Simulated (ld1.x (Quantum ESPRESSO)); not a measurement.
# selenium (Se): one change to a TM semilocal potential, before and after

Se, norm-conserving Troullier–Martins (semilocal form), made with ld1.x (Quantum ESPRESSO) 7.5 (PBE, scalar-relativistic). Core [Ar] 3d10, reference 4s2 4p3.5 (charge +0.5). Waves: 4p (bound): rc 1.65 bohr; 4s (bound): rc 1.10 bohr. Local part: the s channel. Core correction: none.

Change: wave 4p (bound): rc 1.65 bohr becomes 4p (bound): rc 2.54 bohr.

Cutoffs: the cutoffs (Ry, on a coarse ladder) from which the occupation-weighted sum of valence levels, in a spherical-Bessel basis at the reference potential, stays within 10 and 1 mRy of its value at 400 Ry; they do not see the model core or the augmentation charge, which bear on the density cutoff. Errors are all-electron minus pseudo energies relative to the spin-unpolarised reference configuration.

Task: How do hardness, ghosts and transferability respond?

Result: The potential gets neither clearly harder nor softer (90 Ry and 260 Ry → 90 Ry and 260 Ry); the s channel sets the loose cutoff, while the largest relative change is in p, which becomes softer; of the 7 tests that both files solve, the error grows in 5 and shrinks in 2 by more than 15 % and 0.3 meV (median size 2.7 → 3.4 meV); neither file shows a bound ghost. A semilocal file is local in each channel, so a ghost entry of none says nothing of the separable form that plane-wave codes build from it.

| quantity | base | changed |
| --- | --- | --- |
| cutoff, loose | 90 Ry | 90 Ry |
| cutoff, tight | 260 Ry | 260 Ry |
| loose cutoff by channel (10 mRy a level) | p 15 Ry, s 60 Ry | p 8 Ry, s 60 Ry |
| bound ghosts | none | none |
| error for 4s2 4p4, meV [ΔE -4.31 eV] | +0.7 | +1.3 |
| error for 4s2 4p3, meV [ΔE 6.54 eV] | -1.0 | -0.6 |
| error for 4s2 4p2, meV [ΔE 26.88 eV] | -2.7 | -3.4 |
| error for 4s2 4p4.3, meV [ΔE -5.90 eV] | +1.1 | +2.5 |
| error for 4s2 4p0, meV [ΔE 99.94 eV] | +87 | -19 |
| error for 4s1 4p5, meV [ΔE 6.57 eV] | +22 | +38 |
| error for 4s1 4p4, meV [ΔE 18.07 eV] | +17 | +39 |
